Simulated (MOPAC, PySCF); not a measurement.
C$_{2}$H$_{6}$GeI$_{2}$O$_{2}$, SMILES `C[O][Ge]([I])([I])[O]C` (C–O–Ge–I torsion -63°, I–Ge–O–C torsion -178°), neutral singlet in the gas phase. 

Cartesian coordinates (Å):
SMILES: C[O][Ge]([I])([I])[O]C
```xyz
13

C     -2.2652     0.6182     0.0714
O     -0.8651     0.6608     0.1893
Ge     0.0977    -0.7673     0.5473
I     -0.4530    -1.6944     2.7926
I     -0.2730    -2.4643    -1.2733
O      1.7661    -0.2398     0.5912
C      2.3537     0.3773    -0.5340
H     -2.5925    -0.0583    -0.7385
H     -2.7486     0.2989     1.0121
H     -2.6122     1.6346    -0.1665
H      2.3736    -0.2971    -1.4090
H      3.3913     0.6265    -0.2677
H      1.8272     1.3049    -0.8147
```
Charge 0, multiplicity 1.

All levels are single points at this geometry (PBE0-D3(BJ)/def2-SVP); Pople sets use spherical d functions. Orbital energies aren't observables, and empty levels follow the basis.

HF/6-31G* (LANL2DZ on I) in PySCF gives dipole (D) = 1.97.

Q: Estimate the dipole (D) from each of these levels: B3LYP-D3(BJ)/def2-TZVP in PySCF; M06-2X/def2-TZVP in PySCF; PBE-D3(BJ)/def2-TZVP in PySCF; B3LYP/6-311+G** (LANL2DZ on Ge, I) in PySCF; B3LYP/LANL2DZ in PySCF; BP86/6-31G* (LANL2DZ on I) in PySCF; M06-2X/6-31G* (LANL2DZ on I) in PySCF; PBE/6-31G* (LANL2DZ on I) in PySCF; SVWN5/6-31G* (LANL2DZ on I) in PySCF; PM3 in MOPAC; PM6 in MOPAC; PM7 in MOPAC.

A: 
```csv
level,dipole (D)
B3LYP-D3(BJ)/def2-TZVP in PySCF,1.32
M06-2X/def2-TZVP in PySCF,1.35
PBE-D3(BJ)/def2-TZVP in PySCF,1.29
"B3LYP/6-311+G** (LANL2DZ on Ge, I) in PySCF",1.63
B3LYP/LANL2DZ in PySCF,2.10
BP86/6-31G* (LANL2DZ on I) in PySCF,1.87
M06-2X/6-31G* (LANL2DZ on I) in PySCF,1.82
PBE/6-31G* (LANL2DZ on I) in PySCF,1.85
SVWN5/6-31G* (LANL2DZ on I) in PySCF,1.83
PM3 in MOPAC,2.42
PM6 in MOPAC,2.12
PM7 in MOPAC,1.64
```
